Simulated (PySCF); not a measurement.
Ti: excitation energy

Ti [Ar] 3d2 4s2 (3F) → Ti [Ar] 3d2 4s1 4p1 (high-spin determinant), as a difference of total energies. Calculation: PySCF 2.14, in dyall-av2z (16s12p7d2f, 101 functions); no relativity, point nucleus. Correlated levels: valence: [Ar] frozen; virtual orbitals above 40 to 60 times the deepest correlated orbital energy dropped. The calculations carry no spin-orbit coupling.

| method | excitation energy (eV) |
| --- | --- |
| UHF | 0.989 |
| MP2 (valence) | 1.649 |
| SCS-MP2 (valence) | 1.879 |
| CCSD (valence) | 1.827 |
| CCSD(T) (valence) | 1.856 |

**Question.** How much does correlation contribute at CCSD(T) (valence)?

**Answer.** 1.856 − (0.989) = 0.867 eV, measured against UHF.

A first-order spin-orbit estimate (lowest level to lowest level, LS coupling) adds -0.008 eV.

The determinant of the upper state mixes LS terms, which raises its energy above the lowest term, most at the Hartree-Fock and MP2 levels.
